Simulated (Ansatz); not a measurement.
Calculated with Ansatz (gas phase, PBE0-D4/def2-TZVP geometries, no zero-point term in ΔE). CCSD(T)/CBS adds triple-zeta CCSD(T) − MP2 to the extrapolated MP2 energy (def2 sets, frozen cores). DFT in def2-TZVPP. HSE06 is defined as in plane-wave codes. For Ga outer-core shells are correlated without core-valence functions, which leaves a few kJ/mol of doubt a bond. Scalar relativity is left out up to krypton. One conformer a species, not always the lowest.

`C[CH](C)[Ga]([CH](C)C)[CH](C)C` → `C[CH](C)[GaH][CH](C)C` + `C=CC`  (β-hydride elimination)

| level | ΔE (kcal/mol) |
| --- | --- |
| r2SCAN-D4 | 26.4 |
| B97M-V | 22.5 |
| r2SCAN0-D4 | 27.9 |
| HSE06-D4 | 28.6 |
| ωB97X-V | 27.2 |
| LC-ωPBE | 26.4 |
| MP2/def2-SVP | 29.3 |
| HF/def2-QZVPP | 13.1 |

**Question.** What does CCSD(T)/CBS give? (Best estimate.)

**Answer.** Computed: +26.7 kcal/mol. The listed levels differ from it by -0.3, -4.2, 1.2, 1.9, 0.5, -0.3, 2.6, -13.6 kcal/mol.

Largest T1 diagnostic among the species: 0.010.

Leaving LDA and LC-ωPBE aside and taking each functional with its dispersion term where it has one, the values, not all of them listed here, spread over 6.9 kcal/mol, from B2PLYP to PBE-QIDH. LDA lies +10.0 kcal/mol from PBE without D4. From BLYP to BHLYP (50 % exact exchange), in def2-TZVPP and without D4, ΔE moves by +5.9 kcal/mol.
